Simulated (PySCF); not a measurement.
Isomers C$_{5}$H$_{10}$N$_{2}$:

A. SMILES C=CCN(N)C=C
B. SMILES [C@H]1(C)C(C)=NNC1
C. SMILES C/C(=N/N)C1CC1
D. SMILES C=C/C(C)=N\NC

Spectrum 1. ¹H NMR (500 MHz, computed): δ 4.36 (br s, 1H), 3.93 (m, 1H), 2.93 (m, 1H), 2.87 (m, 1H), 1.97 (d, J = 1.8 Hz, 3H), 1.18 (m, 3H). ¹³C{¹H} NMR (computed): δ 149.5 (C), 57.2 (CH2), 45.8 (CH), 21.3 (CH3), 15.7 (CH3).

Spectrum 2. ¹H NMR (500 MHz, computed): δ 6.62 (m, 1H), 5.42 (m, 1H), 5.37 (m, 1H), 5.15 (br s, 1H), 3.34 (s, 3H), 2.02 (s, 3H). ¹³C{¹H} NMR (computed): δ 134.0 (C), 127.9 (CH), 120.0 (CH2), 41.6 (CH3), 23.5 (CH3).

Spectrum 3. ¹H NMR (500 MHz, computed): δ 5.24 (br s, 2H), 1.59 (s, 3H), 1.41 (m, 1H), 0.66 (m, 2H), 0.58 (m, 2H). ¹³C{¹H} NMR (computed): δ 142.5 (C), 22.2 (CH3), 9.6 (CH), 5.6 (CH2).

Spectrum 4. ¹H NMR (500 MHz, computed): δ 6.43 (dd, J = 15.7, 10.0 Hz, 1H), 6.32 (ddt, J = 17.8, 11.4, 7.4 Hz, 1H), 5.36 (dt, J = 17.8, 1.5 Hz, 1H), 5.29 (dt, J = 11.4, 1.3 Hz, 1H), 3.92 (dd, J = 10.0, 2.7 Hz, 1H), 3.81 (dt, J = 7.4, 1.4 Hz, 2H), 3.66 (dd, J = 15.7, 2.7 Hz, 1H), 3.14 (br s, 2H). ¹³C{¹H} NMR (computed): δ 149.2 (CH), 145.2 (CH), 121.8 (CH2), 83.0 (CH2), 66.6 (CH2).

All values are calculated (PySCF): J couplings at B3LYP/pcJ-1 (spin–dipole term left out of most H,H and C,H couplings), GFN2-xTB structure, NMR shieldings at PBE0/pcSseg-1/GIAO. Non-relativistic Hamiltonian, fast rotation and ring inversion assumed for equivalent nuclei, one conformer, gas phase.

Chemical shifts δ = σref − σ; ¹H, ¹³C vs TMS, all at this level. Multiplet labels drop J under 1 Hz and among equivalent protons, and merge close values. Unscaled 3J(H,H) run several per cent high. Where no couplings were computed, multiplicities follow the n + 1 count of equivalent neighbours, and m marks all less simple cases (inequivalent or close neighbours, rings, F or P nearby). Vicinal couplings that depend on rotamer populations or ring flexing (ring, CH–CH, X–H and H–F types) are those of the one conformer. Shifts are as computed. Against solution values, carbons near 30 ppm lie about +3 ppm off and those near 130 ppm about +5 ppm. Of 1211 compounds with measured shifts, 218 miss one by over three times the rms of a fit or turn the order of signals round; such compounds aren't used in these exercises. OH and NH positions are gas-phase values without hydrogen bonding to other molecules.

**Question.** Match each spectrum to its structure.

**Answer.** 1–B, 2–D, 3–C, 4–A.

- Spectrum 1 (B): 5 ¹³C signals; δC 57.2 is an sp3 CH2 bonded to N; δC 45.8 is an sp3 CH in a ring.
- Spectrum 2 (D): 5 ¹³C signals; δC 127.9 is an alkene CH; δC 120.0 is a terminal =CH2 carbon.
- Spectrum 3 (C): 4 ¹³C signals; δC 22.2 is a methyl carbon; δC 9.6 is a three-membered-ring carbon.
- Spectrum 4 (A): 5 ¹³C signals; δC 149.2 is an alkene carbon bearing nitrogen; δC 145.2 is an alkene CH.
